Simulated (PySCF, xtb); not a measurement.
H7HfN3S, SMILES [NH2][Hf]([SH])([NH2])[NH2], multiplicity 1. One conformer was computed; it need not be the lowest.

Harmonic wavenumbers (cm⁻¹) from GFN2-xTB (xtb) at its own minimum, in rising order: 45, 64, 83, 94, 102, 117, 138, 173, 192, 252, 322, 371, 388, 424, 431, 448, 462, 467, 489, 494, 1525, 1531, 1533, 2404, 3296, 3299, 3305, 3315, 3327, 3330.

Task: What does PBE-D3(BJ)/def2-SVP run with PySCF give at its own minimum? (The exact figures need the calculation; the answer reports its results.)

Result: 48, 103, 112, 122, 143, 150, 253, 288, 309, 346, 433, 449, 455, 463, 469, 486, 489, 609, 614, 625, 1452, 1453, 1458, 2594, 3442, 3446, 3451, 3537, 3543, 3543. Paired by order, the mean absolute difference is 97 cm⁻¹ and the zero-point energies are 46.3 and 49.9 kcal/mol.
